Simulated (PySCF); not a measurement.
Write a Z-matrix for `C=C(OC)O[SiH3]` as optimised with PBE0-D3(BJ)/def2-SVP.

Z-matrix in Å and degrees, rows numbered from 1:
```
C 
C   1  1.3402
O   2  1.3490  1  126.86
C   3  1.4026  2  118.74  1     0.78
O   2  1.3361  1  123.22  3   179.94
Si  5  1.6928  2  124.03  1  -178.92
H   1  1.0882  2  118.77  3  -179.93
H   1  1.0873  2  121.92  3     0.13
H   4  1.0968  3  106.81  2   179.53
H   4  1.1032  3  111.08  2    60.25
H   4  1.1032  3  111.11  2   -61.20
H   6  1.4873  5  103.21  2   179.69
H   6  1.4901  5  111.50  2    61.80
H   6  1.4899  5  111.65  2   -62.35
```

The C–O distances run from 1.336 Å (C2–O5, drawn single) to 1.403 Å (O3–C4, drawn single), a spread of 0.067 Å. Of the pairs four or more bonds apart, C4···H8 is among the closest relative to their van der Waals radii: 2.58 Å, 89 % of the sum of Bondi's values. Si6 (oxygen-bound silicon) is distorted tetrahedral (angles from 103.2° to 111.6°). The 6 heavy atoms lie in one plane (0.008 Å rms).

Computed with PBE0-D3(BJ)/def2-SVP geometry optimisation, gas phase (PySCF 2.14.0).

Point group: Cs (every atom within 0.08 Å of its image). Not checked by PBE0-D3(BJ)/def2-SVP frequencies. One conformer, not necessarily the lowest (C1–C2–O3–C4 1°, C1–C2–O5–Si6 -179°).
